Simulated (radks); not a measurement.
The numbers below are computed, except where a source is named.
Problem. Radial electron density D(r) = 4 pi r^2 rho(r) of an atom or ion with 6 electrons. Code: a radial shooting solver on a logarithmic mesh with Libxc functionals. Model: Dirac Kohn-Sham, PBE, spin-unpolarised, spherical densities, point nucleus.

| r (bohr) | D(r) (e/bohr) |
|---|---|
| 0.002582 | 5.940 |
| 0.002865 | 7.039 |
| 0.003205 | 8.425 |
| 0.003556 | 9.921 |
| 0.003977 | 11.78 |
| 0.004413 | 13.77 |
| 0.004936 | 16.20 |
| 0.005477 | 18.75 |
| 0.006127 | 21.80 |
| 0.006798 | 24.92 |
| 0.007604 | 28.57 |
| 0.008437 | 32.18 |
| 0.009437 | 36.23 |
| 0.01047 | 40.05 |
| 0.01171 | 44.10 |
| 0.013 | 47.65 |
| 0.01454 | 51.04 |
| 0.01613 | 53.61 |
| 0.01804 | 55.53 |
| 0.02002 | 56.36 |
| 0.02239 | 56.06 |
| 0.02484 | 54.63 |
| 0.02779 | 51.89 |
| 0.03083 | 48.40 |
| 0.03449 | 43.92 |
| 0.03827 | 39.51 |
| 0.0428 | 35.01 |
| 0.0475 | 31.55 |
| 0.05312 | 29.02 |
| 0.05895 | 28.00 |
| 0.06593 | 28.31 |
| 0.07316 | 29.60 |
| 0.08183 | 31.44 |
| 0.0908 | 32.87 |
| 0.1016 | 33.33 |
| 0.1127 | 32.27 |
| 0.126 | 29.33 |
| 0.1399 | 25.16 |
| 0.1564 | 19.72 |
| 0.1736 | 14.52 |
| 0.1942 | 9.489 |
| 0.2154 | 5.802 |
| 0.241 | 3.042 |
| 0.2674 | 1.483 |
| 0.2991 | 0.5932 |
| 0.3318 | 0.2188 |
| 0.3712 | 0.06272 |
| 0.4118 | 0.01641 |
| 0.4606 | 0.003120 |
| 0.5111 | 0.0005346 |

What is the nuclear charge?

Solution. Z = 46. The innermost maximum, from 1s, lies near gamma/Z bohr with gamma = sqrt(1 - (Z/c)^2) = 0.942, here 0.0205 bohr (found: 0.0207), and its height grows with Z. The density is that of the palladium ion Pd40+ in [He] 2s2 2p2; the configuration itself is not fixed sharply by these data, and Z only to a few units. D(r) has 2 maxima, at r = 0.0207, 0.0992 bohr, and minima at 0.0609 bohr, inside which lie 2.29 electrons.
